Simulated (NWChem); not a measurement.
System: CsF; SMILES [Cs][F]

Input file for NWChem:

```
start job
memory heap 200 mb stack 900 mb global 1100 mb
geometry units angstroms noautosym nocenter noautoz
  Cs     0.000000     0.000000    -0.361050
  F      0.000000     0.000000     2.019376
end
basis spherical
  * library def2-svp
end
ecp
  Cs library def2-ecp
end
dft
  xc bhlyp
  iterations 150
end
tddft
  cis
  nroots 6
end
task tddft energy
```

The geometry was optimised at PBE0-D3(BJ)/def2-TZVP. def2 effective core potentials on Cs; no spin-orbit coupling.

Vertical excitations in the gas phase.

Problem. Give the results of this calculation. (BHandHLYP/def2-SVP with def2 effective core potentials on Cs, TDA.) Quantities: lowest excitation, singlet (eV); oscillator strength of that lowest state; lowest state with f > 0.02, singlet (eV); oscillator strength of that bright state; lowest triplet (eV); orbital gap (eV).

Solution. 
```json
{
 "lowest excitation, singlet (eV)": "5.02",
 "oscillator_strength_of_that_lowest_state": "0.028",
 "lowest state with f > 0.02, singlet (eV)": "5.02",
 "oscillator_strength_of_that_bright_state": "0.028",
 "lowest triplet (eV)": "4.98",
 "orbital gap (eV)": "6.83"
}
```
